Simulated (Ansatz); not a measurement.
Basis sets compared for the cluster HfSe2⁻ (the lowest doublet isomer of a short search). Total charge -1; doublet. Geometry PBE0-D4/def2-TZVPD. Ansatz on 4 threads of Arm Neoverse V1 on a shared host; times are rough, and most runs start from earlier orbitals.

Cartesian coordinates in Å:
```
Hf 0.115 -0.196 0.742
Se -0.863 1.939 0.240
Se 0.747 -1.744 -0.982
```

In the def2 sets Hf takes a core potential; there is no spin–orbit coupling. The structure comes from a short search, and lower isomers may exist.

```
            level  functions  energy (Eh)  HOMO (eV)  LUMO (eV)  wall time
 PBE-D4/def2-SVPD        117   -4849.9916      -0.43       0.53      2.9 s
PBE0-D4/def2-SVPD        117   -4850.1041      -1.35       1.15      4.1 s
```

Estimate the rows for PBE-D4/def2-TZVPD, PBE0-D4/def2-TZVPD (with forces).


```csv
level,functions,energy (Eh),HOMO (eV),LUMO (eV),wall time
PBE-D4/def2-TZVPD,157,-4850.5832,-0.44,0.52,4 s
PBE0-D4/def2-TZVPD (with forces),157,-4850.6971,-1.35,1.15,8.5 s
```
